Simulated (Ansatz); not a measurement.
Q: Name a neutral molecule of N, Si and H with HOMO–LUMO gap (PBE0/def2-TZVPP) between 7.45 and 7.75 eV and size of the dipole moment (ωB97M-V/def2-TZVPP) between 2.20 and 2.50 D (Ansatz, PBE0-D4/def2-TZVP geometry).

A: `N[SiH](N)N[SiH3]` (7.68 eV, 2.25 D). Other molecules can fit too; these were computed, each in one conformer that needn't be the lowest.
